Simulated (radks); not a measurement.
Species: La I. Configuration: [Xe] 5d1 6s2.

All-electron calculation, Dirac Kohn-Sham, PBE, spin-unpolarised, spherical densities, finite nucleus; open shells fill j = l - 1/2 first; Fermi nuclear charge, rms radius 4.855 fm. Program: a radial shooting solver on a logarithmic mesh with Libxc functionals.

Energy parts (eV):
part                      energy
total                 -231218.85
kinetic                247421.41
electron-nucleus      -562518.42
Hartree                 89426.00
exchange-correlation    -5547.83

Orbitals (lengths in bohr, moments of r in powers of bohr; r(90%) holds 90 % of the orbital's charge):
\begin{tabular}{lrrrrrrr}
orbital & occ. & eigenvalue (eV) & <r^4> & r(90%) & <r^2> & <r> & small-component weight \\ \hline
1s1/2 & 2 & -38715.44 & 1.918e-06 & 0.0452 & 0.0008538 & 0.02507 & 4.44e-02 \\
2s1/2 & 2 & -6160.677 & 0.0003178 & 0.166 & 0.01356 & 0.1070 & 9.62e-03 \\
2p1/2 & 2 & -5810.354 & 0.0002005 & 0.148 & 0.009960 & 0.08991 & 9.65e-03 \\
2p3/2 & 4 & -5397.235 & 0.0002480 & 0.156 & 0.01123 & 0.09601 & 9.09e-03 \\
3s1/2 & 2 & -1317.669 & 0.01308 & 0.419 & 0.09284 & 0.2848 & 2.93e-03 \\
3p1/2 & 2 & -1169.932 & 0.01223 & 0.413 & 0.08769 & 0.2747 & 2.87e-03 \\
3p3/2 & 4 & -1089.415 & 0.01437 & 0.430 & 0.09532 & 0.2867 & 2.71e-03 \\
3d3/2 & 4 & -830.5950 & 0.01114 & 0.404 & 0.07846 & 0.2577 & 2.59e-03 \\
3d5/2 & 6 & -813.3698 & 0.01171 & 0.409 & 0.08063 & 0.2615 & 2.55e-03 \\
4s1/2 & 2 & -266.0502 & 0.3394 & 0.940 & 0.4829 & 0.6542 & 8.95e-04 \\
4p1/2 & 2 & -211.6829 & 0.4010 & 0.981 & 0.5176 & 0.6746 & 8.30e-04 \\
4p3/2 & 4 & -194.5567 & 0.4685 & 1.02 & 0.5595 & 0.7016 & 7.81e-04 \\
4d3/2 & 4 & -105.4233 & 0.7397 & 1.15 & 0.6737 & 0.7621 & 6.40e-04 \\
4d5/2 & 6 & -102.4502 & 0.7777 & 1.16 & 0.6907 & 0.7717 & 6.27e-04 \\
5s1/2 & 2 & -38.8184 & 10.93 & 2.24 & 2.726 & 1.558 & 1.99e-04 \\
5p1/2 & 2 & -24.0844 & 18.47 & 2.55 & 3.470 & 1.750 & 1.58e-04 \\
5p3/2 & 4 & -21.5789 & 22.25 & 2.67 & 3.798 & 1.831 & 1.46e-04 \\
6s1/2 & 2 & -3.6645 & 764.9 & 6.49 & 22.20 & 4.430 & 2.47e-05 \\
5d3/2 & 1 & -3.1720 & 226.5 & 4.74 & 10.63 & 2.969 & 5.90e-05 \\
5d5/2 & 0 & -2.9850 & 250.0 & 4.86 & 11.15 & 3.038 & 5.65e-05 \\
\end{tabular}

The highest occupied level is 5d3/2 at -3.172 eV. For comparison, the ionisation energy in NIST's Atomic Spectra Database is 5.577 eV (measured). In exact Kohn-Sham theory the highest level is minus the ionisation energy, but local and semilocal functionals leave it too shallow, through self-interaction and a potential that decays too fast; potentials with the right tail come closer. The density falls to 0.001 e/bohr^3 at r = 5.48 bohr.

Beside tabulated values, note that spin-unpolarised runs miss the spin-polarisation part of the exchange energy of open shells.
